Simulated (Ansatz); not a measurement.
Reaction (ligand exchange at the Sn–C bond): `[CH3][Sn]([CH3])([F])[F]` + HCl → `[CH3][Sn]([F])([F])[Cl]` + CH₄

Program: Ansatz. Geometries: PBE0-D4/def2-TZVP. ΔE: electronic, gas phase. CCSD(T)/CBS is the MP2 limit (def2-TZVPP, def2-QZVPP) plus CCSD(T) − MP2 in def2-TZVPP, frozen cores. This one scheme is used for every species. Functionals use def2-TZVPP. B3LYP here is the variant with VWN-RPA as its local correlation; programs differ in this. HSE06 is defined as in plane-wave codes. def2 core potentials past Kr. For Sn outer-core shells are correlated without core-valence functions, which leaves a few kJ/mol of doubt a bond.

```json
{"level": "LDA (SPW92)", "ΔE (kcal/mol)": "-21.4", "difference from CCSD(T)/CBS": "1.3"}
{"level": "PBE-D4", "ΔE (kcal/mol)": "-23.3", "difference from CCSD(T)/CBS": "-0.6"}
{"level": "revPBE-D4", "ΔE (kcal/mol)": "-23.4", "difference from CCSD(T)/CBS": "-0.7"}
{"level": "r2SCAN-D4", "ΔE (kcal/mol)": "-24.8", "difference from CCSD(T)/CBS": "-2.1"}
{"level": "B97M-V", "ΔE (kcal/mol)": "-26.5", "difference from CCSD(T)/CBS": "-3.8"}
{"level": "B3LYP-D4", "ΔE (kcal/mol)": "-24.3", "difference from CCSD(T)/CBS": "-1.6"}
{"level": "r2SCANh-D4", "ΔE (kcal/mol)": "-24.7", "difference from CCSD(T)/CBS": "-2.0"}
{"level": "r2SCAN0-D4", "ΔE (kcal/mol)": "-24.5", "difference from CCSD(T)/CBS": "-1.8"}
{"level": "HSE06-D4", "ΔE (kcal/mol)": "-23.6", "difference from CCSD(T)/CBS": "-0.9"}
{"level": "BHLYP-D4", "ΔE (kcal/mol)": "-25.3", "difference from CCSD(T)/CBS": "-2.6"}
{"level": "CAM-B3LYP-D4", "ΔE (kcal/mol)": "-23.8", "difference from CCSD(T)/CBS": "-1.1"}
{"level": "ωB97X-V", "ΔE (kcal/mol)": "-23.7", "difference from CCSD(T)/CBS": "-1.0"}
{"level": "ωB97M-V", "ΔE (kcal/mol)": "-23.4", "difference from CCSD(T)/CBS": "-0.7"}
{"level": "B2PLYP", "ΔE (kcal/mol)": "-23.9", "difference from CCSD(T)/CBS": "-1.2"}
{"level": "PBE-QIDH", "ΔE (kcal/mol)": "-23.4", "difference from CCSD(T)/CBS": "-0.7"}
{"level": "PBE", "ΔE (kcal/mol)": "-23.4", "difference from CCSD(T)/CBS": "-0.7"}
{"level": "revPBE", "ΔE (kcal/mol)": "-23.8", "difference from CCSD(T)/CBS": "-1.1"}
{"level": "BLYP", "ΔE (kcal/mol)": "-24.4", "difference from CCSD(T)/CBS": "-1.7"}
{"level": "r2SCAN", "ΔE (kcal/mol)": "-24.9", "difference from CCSD(T)/CBS": "-2.2"}
{"level": "B3LYP", "ΔE (kcal/mol)": "-24.4", "difference from CCSD(T)/CBS": "-1.7"}
{"level": "r2SCANh", "ΔE (kcal/mol)": "-24.7", "difference from CCSD(T)/CBS": "-2.0"}
{"level": "r2SCAN0", "ΔE (kcal/mol)": "-24.6", "difference from CCSD(T)/CBS": "-1.9"}
{"level": "HSE06", "ΔE (kcal/mol)": "-23.7", "difference from CCSD(T)/CBS": "-1.0"}
{"level": "BHLYP", "ΔE (kcal/mol)": "-25.2", "difference from CCSD(T)/CBS": "-2.5"}
{"level": "CAM-B3LYP", "ΔE (kcal/mol)": "-23.8", "difference from CCSD(T)/CBS": "-1.1"}
{"level": "LC-ωPBE", "ΔE (kcal/mol)": "-22.8", "difference from CCSD(T)/CBS": "-0.1"}
{"level": "HF/def2-SVP", "ΔE (kcal/mol)": "-27.2", "difference from CCSD(T)/CBS": "-4.5"}
{"level": "MP2/def2-SVP", "ΔE (kcal/mol)": "-25.1", "difference from CCSD(T)/CBS": "-2.4"}
{"level": "CCSD/def2-SVP", "ΔE (kcal/mol)": "-24.5", "difference from CCSD(T)/CBS": "-1.8"}
{"level": "CCSD(T)/def2-SVP", "ΔE (kcal/mol)": "-24.4", "difference from CCSD(T)/CBS": "-1.7"}
{"level": "HF/def2-TZVPP", "ΔE (kcal/mol)": "-27.2", "difference from CCSD(T)/CBS": "-4.5"}
{"level": "MP2/def2-TZVPP", "ΔE (kcal/mol)": "-22.1", "difference from CCSD(T)/CBS": "0.6"}
{"level": "SCS-MP2/def2-TZVPP", "ΔE (kcal/mol)": "-22.6", "difference from CCSD(T)/CBS": "0.1"}
{"level": "CCSD/def2-TZVPP", "ΔE (kcal/mol)": "-21.8", "difference from CCSD(T)/CBS": "0.9"}
{"level": "CCSD(T)/def2-TZVPP", "ΔE (kcal/mol)": "-21.7", "difference from CCSD(T)/CBS": "1.0"}
{"level": "HF/def2-QZVPP", "ΔE (kcal/mol)": "-27.6", "difference from CCSD(T)/CBS": "-4.9"}
{"level": "MP2/def2-QZVPP", "ΔE (kcal/mol)": "-22.8", "difference from CCSD(T)/CBS": "-0.1"}
{"level": "SCS-MP2/def2-QZVPP", "ΔE (kcal/mol)": "-23.3", "difference from CCSD(T)/CBS": "-0.6"}
{"level": "HF/CBS(def2)", "ΔE (kcal/mol)": "-27.6", "difference from CCSD(T)/CBS": "-4.9"}
{"level": "MP2/CBS(def2)", "ΔE (kcal/mol)": "-23.1", "difference from CCSD(T)/CBS": "-0.4"}
{"level": "CCSD(T)/CBS", "ΔE (kcal/mol)": "-22.7", "difference from CCSD(T)/CBS": "0"}
```

Largest T1 diagnostic among the species: 0.013.

At CCSD(T), def2-SVP lies −1.7 kcal/mol from the extrapolated value and def2-TZVPP +1.0 kcal/mol. In def2-TZVPP, CCSD(T) changes the Hartree–Fock value by +5.5 kcal/mol (the triples alone add +0.1 kcal/mol) and MP2 by +5.1 kcal/mol. Leaving LDA and LC-ωPBE aside and taking each functional with its dispersion term where it has one, the values spread over 3.2 kcal/mol, from B97M-V to PBE-D4. LDA lies +2.0 kcal/mol from PBE without D4.
